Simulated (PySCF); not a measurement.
BiHF2, SMILES [F][BiH][F]. Heavy atoms are numbered as in [BiH:1]([F:3])[F:4]. Hydrogens are named by the atom that carries them.

Coordinates come from a PBE0-D3(BJ)/def2-TZVP optimisation. The def2 effective core potentials stand for the cores of Bi; spin–orbit coupling is left out.

The numbers are results of r2SCAN/def2-TZVPD (PySCF), not measurements.

Mulliken values depend strongly on the basis, most of all with diffuse functions as here. ESP charges are fitted to the potential on shells at 1.4 to 2.0 van der Waals radii. Atomic charges (e), one atom of each kind:

```
atom       Mulliken  ESP fit
---------  --------  -------
Bi1 (BiH)      1.17      [?]
H on Bi1      -0.07      [?]
F3            -0.55      [?]
```

Question: What belongs in the gaps? (The exact figures need the calculation; the answer reports its results.)

Answer: 
- Bi1 (BiH), ESP fit: 0.74
- H on Bi1, ESP fit: -0.08
- F3, ESP fit: -0.33
